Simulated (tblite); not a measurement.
Species: C6H10O3S.
Structure used (GFN2-xTB), in Å, numbered top down from 1:
```
atom  x, y, z in Å
O1     2.092    1.872   -0.139
S2     2.119    0.447   -0.142
O3     2.200   -0.240   -1.397
O4     3.399   -0.036    0.729
C5     0.798   -0.196    0.860
C6     0.246   -1.510    0.404
C7    -0.526   -0.255    0.177
C8    -0.857    0.401   -1.152
C9    -2.225    0.816   -0.574
C10   -1.872    0.139    0.764
H11    3.931   -0.643    0.212
H12    0.910    0.070    1.897
H13   -0.095   -2.212    1.152
H14    0.736   -1.956   -0.449
H15   -0.194    1.225   -1.407
H16   -0.902   -0.288   -1.992
H17   -3.078    0.376   -1.085
H18   -2.370    1.890   -0.504
H19   -1.810    0.815    1.615
H20   -2.505   -0.706    1.029
```

Method: GFN2-xTB as coded in tblite; computed harmonic values from a numerical Hessian at the method's own geometry, unscaled. This tight-binding method is rough: wavenumbers can miss measured ones by several per cent, in bad cases by 10 to 20. One conformer, not necessarily the lowest.

Harmonic wavenumbers (cm⁻¹): 40.8, 65.9, 100.1, 131.9, 149.6, 230.7, 255.6, 305.4, 348.0, 383.1, 417.3, 452.1, 508.9, 591.6, 694.8, 732.7, 776.9, 811.1, 865.6, 881.1, 893.5, 915.3, 924.3, 1003.0, 1032.9, 1036.1, 1053.1, 1067.1, 1097.6, 1120.7, 1128.5, 1165.8, 1181.5, 1185.6, 1217.5, 1241.0, 1247.8, 1264.8, 1286.2, 1396.2, 1460.1, 1460.7, 1480.0, 1491.9, 2996.9, 3012.0, 3013.4, 3027.7, 3030.4, 3038.1, 3076.5, 3094.5, 3103.6, 3605.4.

A = 2458, B = 826.1, C = 765.4 MHz; mass 162.035 u (most abundant isotopes); point group C1, symmetry number 1.

What is the zero-point energy?

½Σν̃ = 34046 cm⁻¹ = 97.34 kcal/mol.

What is S at 350 K and 1 bar for an ideal gas of classical rigid rotors and harmonic oscillators?

Translation 41.98, rotation 30.19, vibration 36.92: S = 109.1 cal/(mol K).

And Cp and H(350 K) − H(0)?

Cp = 46.99 cal/(mol K), of which vibrations give 39.04 (their classical limit is 54 R = 107.3); H(350 K) − H(0) = 9.53 kcal/mol without the zero-point energy, 6.75 from vibrations.

How do the functions run with temperature in this model?

| T (K) | S (cal/(mol K)) | Cp (cal/(mol K)) | H − H(0) (kcal/mol) | G − H(0) (kcal/mol) | ln q(vib) |
| --- | --- | --- | --- | --- | --- |
| 100 | 71.6 | 19.3 | 1.34 | -5.81 | 1.95 |
| 200 | 88.1 | 29.7 | 3.79 | -13.84 | 4.73 |
| 300 | 102.3 | 41.2 | 7.33 | -23.37 | 7.49 |
| 500 | 128.5 | 61.9 | 17.76 | -46.49 | 13.05 |
| 800 | 162.1 | 80.6 | 39.43 | -90.26 | 21.15 |
| 1000 | 181.0 | 88.3 | 56.36 | -124.61 | 26.19 |

q(vib) and H(0) count from the zero-point level.

What must be added to the electronic energy to get the Gibbs energy at 350 K and 1 bar?

ZPE + [H(350 K) − H(0)] − T·S = 97.34 + 9.53 − 38.18 = 68.69 kcal/mol.

Blend soft modes into free rotors: weight 1/[1 + (100 cm⁻¹/ν̃)⁴] for the oscillator and the rest for a rotor with moment μB/(μ + B), μ = h/(8π²ν), B = 10⁻⁴⁴ kg m². What vibrational entropy results?

33.82 cal/(mol K) in place of 36.92, which changes −T·S at 350 K by +1.09 kcal/mol.

Which modes carry the vibrational entropy at 350 K?

40.8 cm⁻¹: 5.54; 65.9 cm⁻¹: 4.59; 100.1 cm⁻¹: 3.77; 131.9 cm⁻¹: 3.23; 149.6 cm⁻¹: 2.98; 230.7 cm⁻¹: 2.17 cal/(mol K); the other 48 give 14.65 together.

Hindered rotation and anharmonicity are outside this model. Other conformers, if any are populated, would add a mixing term that is left out. The structure is chiral; the term R ln 2 for an equal mix with its mirror image is left out.
